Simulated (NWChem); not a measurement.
System meant: Si2H6O; SMILES O[SiH2][SiH3]

Here is an NWChem input.

```
start job
memory heap 200 mb stack 900 mb global 1100 mb
geometry units angstroms noautoz
  Si    -0.535271     0.727263     0.009479
  O      0.761241     1.777176    -0.111587
  Si     0.169845    -1.517742    -0.010379
  H     -1.335126     0.967165     1.255870
  H     -1.401288     1.009712    -1.169578
  H      1.440109     1.700083     0.564886
  H      1.111387    -1.771042     1.127195
  H      0.882507    -1.843559    -1.284329
  H     -1.002055    -2.437288     0.137005
end
basis spherical
  * library def2-svp
end
dft
  odft
  mult 2
  xc xpbe96 cpbe96
  iterations 150
  mulliken
end
task dft energy
```

End of the output:

```
 Summary of "ao basis" -> "" (spherical)
 ------------------------------------------------------------------------------
       Tag                 Description            Shells   Functions and Types
 ---------------- ------------------------------  ------  ---------------------
 *                          def2-svp                  on all atoms

  pbe96 is a nonlocal functional; adding pw91lda local functional.

                                 NWChem DFT Module
                                 -----------------

 Summary of "ao basis" -> "ao basis" (spherical)
 ------------------------------------------------------------------------------
       Tag                 Description            Shells   Functions and Types
 ---------------- ------------------------------  ------  ---------------------
 Si                         def2-svp                 8       18   4s3p1d
 O                          def2-svp                 6       14   3s2p1d
 H                          def2-svp                 3        5   2s1p

 Summary of "ao basis" -> "ao basis" (spherical)
 ------------------------------------------------------------------------------
       Tag                 Description            Shells   Functions and Types
 ---------------- ------------------------------  ------  ---------------------
 Si                         def2-svp                 8       18   4s3p1d
 O                          def2-svp                 6       14   3s2p1d
 H                          def2-svp                 3        5   2s1p

  number of electrons :                   42
  multiplicity        :                    2
 ------------------------------------------------------------------------
  no. of electrons and multiplicity not compatible                  42
 ------------------------------------------------------------------------
 ------------------------------------------------------------------------
  current input line :
    24: task dft energy
 ------------------------------------------------------------------------
 ------------------------------------------------------------------------
 There is an error in the input file
 ------------------------------------------------------------------------
 For more information see the NWChem manual at https://nwchemgit.github.io

0: no. of electrons and multiplicity not compatible:Received an Error in Communication
```

Question: Find the fault in this run and fix the input.

Answer: The input was rejected before any calculation. Cause: the multiplicity doesn't fit the number of electrons (an even count wants an odd multiplicity, and the reverse). This input runs:
```
start job
memory heap 200 mb stack 900 mb global 1100 mb
geometry units angstroms noautoz
  Si    -0.535271     0.727263     0.009479
  O      0.761241     1.777176    -0.111587
  Si     0.169845    -1.517742    -0.010379
  H     -1.335126     0.967165     1.255870
  H     -1.401288     1.009712    -1.169578
  H      1.440109     1.700083     0.564886
  H      1.111387    -1.771042     1.127195
  H      0.882507    -1.843559    -1.284329
  H     -1.002055    -2.437288     0.137005
end
basis spherical
  * library def2-svp
end
dft
  xc xpbe96 cpbe96
  iterations 150
  mulliken
end
task dft energy
```
It converges to -657.19678 Ha (PBE/def2-SVP).
